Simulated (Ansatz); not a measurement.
Species: ZrH (charge 0, quartet). The spin state was set by rule; other spins were not relaxed. 
Geometry from a B3LYP-D3(BJ)/def2-TZVP (Ansatz, a quantum-chemistry and plane-wave program) optimisation:
```
Zr
H 1 1.8680
```
Charge 0, spin multiplicity 4.

Total electronic energies in hartree. Correlated levels leave the core frozen unless marked. Open shells are spin-unrestricted. Spin-orbit coupling is left out. Frozen are the shells of the preceding noble gas and the d and f shells that filled before the atom's block. Past Kr the def2 sets carry scalar-relativistic core potentials. STO-3G rows are all-electron and non-relativistic. Basis-set limits of correlation are two-point, X^-3; Hartree-Fock from the larger set.

| level | program | energy (Eh) |
|---|---|---|
| HF/STO-3G | Ansatz | -3503.64963 |
| HF/def2-TZVPPD | Ansatz | -47.02522 |
| PBE-D3(BJ)/def2-TZVPD | Ansatz + dftd3 | -47.50747 |
| revPBE-D4/def2-TZVPD | Ansatz + dftd4 | -47.54841 |
| r2SCAN-D3(BJ)/def2-TZVPD | Ansatz + dftd3 | -47.52496 |
| B97M-V/def2-TZVPD | Ansatz | -47.51551 |
| B3LYP/def2-TZVPD | Ansatz | -47.52145 |
| PBE0/def2-TZVPD | Ansatz | -47.48883 |
| HSE06-D4/def2-TZVPD | Ansatz + dftd4 | -47.48839 |
| CAM-B3LYP-D4/def2-TZVPD | Ansatz + dftd4 | -47.45578 |
| LC-wPBE-D3(BJ)/def2-TZVPD | Ansatz + dftd3 | [?] |
| wB97X-V/def2-TZVPD | Ansatz | -47.45526 |
| B2PLYP-D4/def2-TZVPD | Ansatz + dftd4 | [?] |
| MP2/def2-SVPD | Ansatz | -47.05320 |
| SCS-MP2/STO-3G | Ansatz | -3503.66506 |
| SCS-MP2/def2-SVP | Ansatz | -47.04552 |
| SCS-MP2/def2-TZVPPD | Ansatz | -47.07215 |
| CCSD/def2-TZVPPD | Ansatz | -47.09149 |
| CCSD/def2-QZVPPD | Ansatz | -47.09589 |
| CCSD/CBS(def2-TZVPPD,def2-QZVPPD) | Ansatz | -47.0976 |
| CCSD(T)/def2-SVP | Ansatz | -47.06350 |
| CCSD(T)/def2-SVPD | Ansatz | -47.06829 |
| CCSD(T)/CBS(def2-TZVPPD,def2-QZVPPD) | Ansatz | -47.0997 |

**Question.** Fill in the missing entries.

**Answer.** 
- LC-wPBE-D3(BJ)/def2-TZVPD, energy (Eh): -47.50926
- B2PLYP-D4/def2-TZVPD, energy (Eh): -47.33607
